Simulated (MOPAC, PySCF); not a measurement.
C5H9B, SMILES `B/C(C)=C/C=C`, neutral singlet in the gas phase. 

Z-matrix (Å, degrees):
```
C
C 1 1.3504
H 1 1.0854 2 118.10
C 1 1.4492 3 115.48 2 -179.98
C 4 1.3293 1 122.71 3 0.01
H 5 1.0813 4 121.81 1 -179.99
H 4 1.0834 5 119.42 6 0.10
H 5 1.0834 6 117.04 4 -180.00
C 2 1.5095 1 121.30 3 -179.97
H 9 1.0880 2 110.84 1 -177.95
H 9 1.0920 10 107.54 2 -122.60
H 9 1.0923 10 107.48 11 -115.05
B 2 1.5287 1 116.84 3 -0.24
H 13 1.1932 2 119.48 1 0.36
H 13 1.1939 14 119.15 3 179.74
```
Charge 0, spin multiplicity 1.

All levels are single points at this geometry (CAM-B3LYP-D3(BJ)/def2-TZVP); Pople sets use spherical d functions. Orbital energies aren't observables, and empty levels follow the basis.

CAM-B3LYP-D3(BJ)/def2-TZVP in PySCF gives dipole (D) = 1.98.

Estimate the dipole (D) from each of these levels: PBE-D3(BJ)/def2-TZVP in PySCF; TPSSh-D3(BJ)/def2-TZVP in PySCF; B3LYP/3-21G in PySCF; B3LYP/6-311+G** in PySCF; B3LYP/6-31G* in PySCF; BP86/6-31G* in PySCF; M06-2X/6-31G* in PySCF; SVWN5/6-31G* in PySCF; HF/6-31G* in PySCF; HF/STO-3G in PySCF; AM1 in MOPAC; PM7 in MOPAC.


| level | dipole (D) |
|---|---|
| PBE-D3(BJ)/def2-TZVP in PySCF | 2.29 |
| TPSSh-D3(BJ)/def2-TZVP in PySCF | 2.18 |
| B3LYP/3-21G in PySCF | 2.31 |
| B3LYP/6-311+G** in PySCF | 2.10 |
| B3LYP/6-31G* in PySCF | 2.21 |
| BP86/6-31G* in PySCF | 2.38 |
| M06-2X/6-31G* in PySCF | 1.92 |
| SVWN5/6-31G* in PySCF | 2.43 |
| HF/6-31G* in PySCF | 1.87 |
| HF/STO-3G in PySCF | 1.40 |
| AM1 in MOPAC | 1.11 |
| PM7 in MOPAC | 0.90 |
